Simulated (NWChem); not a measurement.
A series in which one site is exchanged, each optimised at PBE0/def2-SVP with NWChem, gas phase unless a solvent is named. For some, no frequency run checked for a minimum. def2 effective core potentials on Zr, Sn, Hf; no spin-orbit coupling.

A: [Cl][TiH]([Cl])[Cl] (TiHCl3; site = Ti)
B: [Cl][SnH]([Cl])[Cl] (SnHCl3; site = Sn)
C: [ZrH]([Cl])([Cl])[Cl] (ZrHCl3; site = Zr)
D: [HfH]([Cl])([Cl])[Cl] (HfHCl3; site = Hf)

### Question
Rank them by lowest singlet excitation, PBE/def2-SVPD, TDA (eV), lowest first.

### Answer
A (3.63), C (4.34), B (4.57), D (4.85)
